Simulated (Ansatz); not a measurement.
Cost and result for the atomization energy of ClF2H4NSi2, SMILES `F[SiH](F)N[SiH2]Cl` (10 atoms, 9 bonds).

```
atom   x (Å)   y (Å)   z (Å)
  F1   1.123   1.642  -1.790
 Si2   1.207   0.303  -0.947
  F3   0.626  -0.879  -1.825
  N4   0.243   0.400   0.450
 Si5  -1.132  -0.538   0.896
 Cl6  -2.880   0.202   0.107
  H7   2.633   0.059  -0.686
  H8   0.416   1.201   1.043
  H9  -0.965  -1.912   0.387
 H10  -1.271  -0.478   2.366
```

Charge 0, multiplicity 1. The structure was optimised at the PBE0-D4/def2-TZVP level. It is one conformer, not always the lowest. Program: Ansatz. All runs use 4 threads of an Arm Neoverse V1 on a shared host. Times are those of one run each, without the atoms' runs, and a repeat can differ threefold. Electronic energies, without spin–orbit coupling; frozen cores. CCSD(T)/CBS adds CCSD(T) − MP2 in def2-TZVPP to the MP2 limit, and its time is that of the two runs behind it. T1 = 0.011. B3LYP takes the VWN-RPA correlation (the form of Gaussian; ORCA's B3LYP/G).

CCSD(T)/CBS is a level of theory with its own doubt, some kJ/mol a heavy atom from the limit and from the frozen cores, so smaller differences don't rank the functionals.

```tsv
level	functions	wall time
PBE-D4/def2-TZVPP (with forces)	275	3.3 s
PBE0-D4/def2-TZVPP	275	4.5 s
r2SCAN-D4/def2-TZVPP (with forces)	275	6.5 s
B3LYP-D4/def2-TZVPP (with forces)	275	7 s
B2PLYP/def2-TZVPP	275	7.5 s
ωB97X-V/def2-TZVPP	275	11 s
ωB97M-V/def2-TZVPP (with forces)	275	16 s
MP2/def2-QZVPP	501	28 s
CCSD(T)/def2-TZVPP	275	5.7 min
CCSD(T)/CBS(def2)	–	6.2 min
```

(1) What atomization energy does each give, and how far from CCSD(T)/CBS? (An estimate is asked.)

Results:

(1) Ansatz gave: 
```tsv
level	atomization (kJ/mol)	difference from CCSD(T)/CBS	per bond
PBE-D4/def2-TZVPP (with forces)	3722.0	-8.0	-0.9
PBE0-D4/def2-TZVPP	3662.0	-68.0	-7.6
r2SCAN-D4/def2-TZVPP (with forces)	3705.4	-24.6	-2.7
B3LYP-D4/def2-TZVPP (with forces)	3688.0	-42.0	-4.7
B2PLYP/def2-TZVPP	3662.5	-67.5	-7.5
ωB97X-V/def2-TZVPP	3732.8	2.8	0.3
ωB97M-V/def2-TZVPP (with forces)	3726.0	-4.0	-0.4
MP2/def2-QZVPP	3781.3	51.3	5.7
CCSD(T)/def2-TZVPP	3604.6	-125.4	-13.9
CCSD(T)/CBS(def2)	3730.0	0.0	0.0
```

The D4 term adds +43.8 kJ/mol with B3LYP and +23.1 kJ/mol with PBE0; it sums over pairs of atoms, weighted by their polarisabilities, and B3LYP, whose exchange is more repulsive, gets the larger term. In def2-TZVPP, CCSD(T) changes the Hartree–Fock value by +868.8 kJ/mol (the triples alone add +52.6 kJ/mol) and MP2 by +968.5 kJ/mol; breaking electron pairs costs correlation energy, which Hartree–Fock lacks. From PBE to PBE0 (25 % exact exchange), in def2-TZVPP and without D4, the atomization energy moves by −56.1 kJ/mol: exact exchange takes away binding that semilocal exchange gives to molecules.
